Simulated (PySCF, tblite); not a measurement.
Isomers of C4H11FN2Si, one GFN2-xTB conformer each. Single-point energies are computed at PBE0/pcSseg-1 (PySCF, gas phase, no added dispersion term), electronic only.

| SMILES | GFN2-xTB relative energy (kcal/mol) |
| --- | --- |
| FCC[C@@H]1CN[SiH2]N1 | 15.8 |
| N[C@@H]1CC[C@@H]1N[SiH2]F | 0.0 |
| C=CCCN[Si@@H](N)F | 3.0 |

Conformers: `[F:1][CH2:2][CH2:3][C@@H:4]1[CH2:5][NH:6][SiH2:7][NH:8]1` with F1–C2–C3–C4 73°, C2–C3–C4–C5 -65°, C3–C4–C5–N6 -156°, C4–C5–N6–Si7 31°, C5–N6–Si7–N8 -13°, N6–Si7–N8–C4 -10°; `[NH2:1][C@@H:2]1[CH2:3][CH2:4][C@@H:5]1[NH:6][SiH2:7][F:8]` with H–N1–C2–C3 180° and 60°, C4–C5–N6–Si7 167°, C5–N6–Si7–F8 176°, N1–C2–C3–C4 -134°, C2–C3–C4–C5 12°, C3–C4–C5–N6 106°, N1–C2–C5–C4 131°; `[CH2:1]=[CH:2][CH2:3][CH2:4][NH:5][Si@@H:6]([NH2:7])[F:8]` with C1–C2–C3–C4 -116°, C2–C3–C4–N5 -177°, C3–C4–N5–Si6 147°, C4–N5–Si6–N7 -169°, N5–Si6–N7–H 179° and 40°.

Task: What does PBE0/pcSseg-1 give for the same structures?

Result: 
| SMILES | PBE0/pcSseg-1 E (Eh) | PBE0/pcSseg-1 (kcal/mol) | GFN2-xTB (kcal/mol) | point group |
| --- | --- | --- | --- | --- |
| C=CCCN[Si@@H](N)F | -657.39497 | 0.0 | 3.0 | C1 |
| N[C@@H]1CC[C@@H]1N[SiH2]F | -657.34490 | 31.4 | 0.0 | C1 |
| FCC[C@@H]1CN[SiH2]N1 | -657.32699 | 42.7 | 15.8 | C1 |

GFN2-xTB puts N[C@@H]1CC[C@@H]1N[SiH2]F lowest instead; measured from each level's own lowest isomer, the values differ by up to 31.4 kcal/mol (N[C@@H]1CC[C@@H]1N[SiH2]F: 0.0 against 31.4). As drawn, the lowest has an Si–F bond and a C=C bond outside aromatic rings, which the highest lacks.

Task: Which frontier levels, dipoles and rotational constants go with these structures?

Result: 
```csv
SMILES,"HOMO (eV, PBE0/pcSseg-1)",LUMO (eV),dipole (D),"A, B, C (MHz)"
C=CCCN[Si@@H](N)F,-6.95,0.41,1.76,"4777, 612.2, 573.4"
N[C@@H]1CC[C@@H]1N[SiH2]F,-6.51,0.25,1.61,"3313, 935.5, 831.7"
FCC[C@@H]1CN[SiH2]N1,-6.46,0.72,1.56,"4139, 932.3, 799.4"
```

Task: What happens when harmonic zero-point energies from GFN2-xTB frequencies are added?

Result: 
```tsv
SMILES	ZPE (kcal/mol)	electronic (kcal/mol)	with ZPE (kcal/mol)
C=CCCN[Si@@H](N)F	94.4	0.0	0.0
N[C@@H]1CC[C@@H]1N[SiH2]F	95.0	31.4	32.0
FCC[C@@H]1CN[SiH2]N1	95.0	42.7	43.3
```

The zero-point energies span 0.6 kcal/mol. The order is unchanged.
